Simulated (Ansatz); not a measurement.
Abridged output of a molecular run in Ansatz:

```
Functional definition: HF
1050 factors; integrals over basis functions are off by at most 1.3e-3 eV
mean field evaluation 1: about -18096.6417 eV, gradient 2.7e1 eV
mean field evaluation 2: about -18096.6567 eV, gradient 2.7e1 eV
mean field evaluation 4: about -18099.0884 eV, gradient 3.3e0 eV
mean field evaluation 8: about -18099.1421 eV, gradient 6.7e-4 eV
mean field -18099.14211564 eV, -665.1312047104 hartree, gradient 3.2e-6 eV, S^2 0.000000; 0 other end points of the search recorded, 0 dependent functions left out
11 core orbitals not correlated: weight in the atoms' cores, before any rotation towards them, 1.000 or more for the frozen orbitals, at most 0.000 for the correlated occupied ones
reference -18099.14211564 eV, -665.1312047104 hartree; 16, 16 occupied and 70, 70 virtual orbitals, 1050 factors
second order -13.38676895 eV of doubles, -0.00000000 eV of singles
cycle   1  -14.14350675 eV  change   -7.6e-1 eV  update   9.9e-2
cycle   2  -14.62761289 eV  change   -4.8e-1 eV  update   3.2e-2
cycle   3  -14.71942068 eV  change   -9.2e-2 eV  update   1.4e-2
cycle   4  -14.71874826 eV  change    6.7e-4 eV  update   3.8e-3
cycle   5  -14.71899032 eV  change   -2.4e-4 eV  update   1.5e-3
cycle   6  -14.71882569 eV  change    1.6e-4 eV  update   4.3e-4
cycle   7  -14.71876503 eV  change    6.1e-5 eV  update   1.7e-4
cycle   8  -14.71879226 eV  change   -2.7e-5 eV  update   6.8e-5
cycle   9  -14.71878797 eV  change    4.3e-6 eV  update   2.7e-5
perturbative correction -0.54631838 eV, -0.0200768303 hartree
Total energy: -18114.40722199 eV, -665.6921870219 hartree
```

Its atoms:

Z-matrix (Å, degrees):
```
C
C 1 1.338
S 1 1.743 2 130.4
H 1 1.090 2 120.6 3 -180.0
In 2 2.126 1 128.0 3 -0.0
H 2 1.088 1 114.6 3 180.0
H 3 1.346 1 97.6 2 0.0
H 5 1.721 2 119.1 1 179.8
H 5 1.730 2 119.9 1 -0.2
```

Q: Which basis set was used?
A. cc-pV(T+d)Z
B. def2-SVPD
C. cc-pV(Q+d)Z
D. def2-SVP

A: D. It gives 97 functions.

Q: Write the keys of the input that set method, charge and spin (a neutral closed shell needs none for the last two).

A: 
```yaml
correlation: {method: ccsd_t}
```
